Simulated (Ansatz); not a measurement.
Geometry optimisation, RKS B3LYP-D4/6-31G* (Ansatz 0.2.0).

input.yaml

```yaml
crystal:
  periodic: [false, false, false]
  atoms:
    - { symbol: B, position_ang: [0.0, 0.0, 0.0] }
    - { symbol: H, position_ang: [0.0, 0.0, 1.54] }
    - { symbol: C, position_ang: [1.3856, 0.0, -0.8] }
    - { symbol: H, position_ang: [1.7152, -1.0462, -0.9702] }
    - { symbol: H, position_ang: [1.2491, 0.508, -1.7774] }
    - { symbol: H, position_ang: [2.1552, 0.5381, -0.2082] }
    - { symbol: Cl, position_ang: [-1.6108, 0.0, -0.93] }
    - { symbol: "N", position_ang: [-0.2314, 1.7403, 0.5833] }
    - { symbol: H, position_ang: [-1.1621, 2.2275, 0.4417] }
    - { symbol: H, position_ang: [0.5667, 2.2503, 1.0593] }
    - { symbol: H, position_ang: [-0.1183, 0.89, 1.5631] }
basis:
  gaussian: { orbitals: "6-31G*" }
hamiltonian:
  xc: b3lyp
  dispersion: d4
relax:
  f_tol: 0.15
  max_steps: 25
  restrain:
    - { distance: [0, 7], at: 2.75, k: 30.0 }
    - { distance: [10, 1], at: 1.86, k: 30.0 }
    - { distance: [0, 1], at: 1.19, k: 30.0 }
    - { distance: [10, 7], at: 1.06, k: 30.0 }
```

Run as:

```bash
$ ansatz run input.yaml --threads 1 --pin off --max-ram 2048MiB --backend cpu --events-out ev --progress --plain --runs-dir out
```

Q: Where does it end, and by what steps?

A: The forces met the threshold. The restraints hold the end off the free minimum. After 10 steps the energy has fallen by 2.953 eV (the restraints' own energy left out); N8 moved furthest, 0.77 Å. Joined: B1–H2 (1.54 → 1.19 Å).

| step | energy less start (eV) | largest force component (eV/Å) | accepted |
| --- | --- | --- | --- |
| 0 | 0.0000 | 4.344 | yes |
| 1 | -0.9334 | 3.938 | yes |
| 2 | -1.6114 | 4.038 | yes |
| 3 | -2.1110 | 3.225 | yes |
| 4 | -2.6569 | 2.462 | yes |
| 5 | -2.8703 | 0.883 | yes |
| 6 | -2.9421 | 0.922 | yes |
| 7 | -2.9414 | 0.997 | no |
| 8 | -2.9494 | 0.907 | yes |
| 9 | -2.9497 | 0.966 | yes |
| 10 | -2.9526 | 0.931 | yes |

```xyz
11
Properties=species:S:1:pos:R:3
B 0.002 -0.224 -0.022
H -0.083 -0.501 1.133
C 1.361 -0.015 -0.763
H 1.723 -1.012 -1.060
H 1.279 0.577 -1.680
H 2.137 0.412 -0.117
Cl -1.519 -0.309 -0.942
N -0.264 2.239 1.173
H -1.048 2.261 0.526
H 0.593 2.380 0.645
H -0.232 1.300 1.610
```

Run time: 45 s on 1 thread of Arm Neoverse V1, on a shared host, peak memory 0.16 GiB.
